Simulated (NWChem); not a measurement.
Species: MgSiH₃Cl; SMILES [SiH3][Mg][Cl]

Computed with NWChem. Pople sets run with spherical d functions. Medium grid unless said otherwise, to which SCAN and Minnesota functionals are sensitive. Geometry: optimised at PBE0/def2-SVP. Hybrids' shares of exact exchange are those that their runs print; pure functionals count as 0. The functionals differ in more than this share.

```csv
row,share of exact exchange,orbital gap (eV)
PBE/6-31G*,0.00,4.59
SCAN/6-31G*,0.00,5.17
TPSSh/6-31G*,0.10,withheld
B3LYP/6-31G*,0.20,5.84
PBE0/6-31G*,0.25,6.30
PW6B95/6-31G*,0.28,6.28
MN15/6-31G*,0.44,7.01
```

### Question
Fit a straight line of the last column on the one before it, predict the withheld value, and compare with the run.

### Answer

1. Means of the 6 shown rows: x = 0.195, y = 5.865. Slope Σ(x − x̄)(y − ȳ)/Σ(x − x̄)² = 0.7238/0.1464 = 4.945; intercept 4.901.
2. The shown rows scatter about the line by 0.184 (root mean square); the largest residual is -0.31, at PBE/6-31G*.
3. At x = 0.10 (TPSSh/6-31G*; inside the shown range) the line gives 5.40.
4. The run gives 5.58, +0.18 from the line, 1.0 times the scatter.
